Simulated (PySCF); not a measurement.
Computed shifts of a molecule C₂H₈ClNSi, PBE/pcSseg-1 in PySCF, GIAO, gas phase, atoms alike by connectivity averaged where their shifts nearly agree, in ppm (number of nuclei): ²⁹Si: -14.0 (1). ¹⁵N: 58.2 (1). ¹³C: 43.5 (2). ¹H: 5.62 (2), 2.97 (6). References: ²⁹Si against TMS (σ = 335.4 ppm); ³⁵Cl against HCl (σ = 936.5 ppm); ¹⁵N against NH3 (σ = 267.0 ppm); ¹³C against TMS (σ = 182.0 ppm); ¹H against TMS (σ = 31.49 ppm), references at their B3LYP-D3(BJ)/def2-TZVP geometries, non-relativistic (without spin–orbit terms, shifts of atoms bonded to Cl or Br come out too high). Geometry: ωB97X-D3(BJ)/def2-SVP. The values are those of a single conformer.

Task: Which molecule gave these data?
A) CN(C)[SiH2]Cl
B) C[C@H](N)[SiH2]Cl
C) CC[Si@H](N)Cl
D) C[Si@H](Cl)CN

Result: A, CN(C)[SiH2]Cl
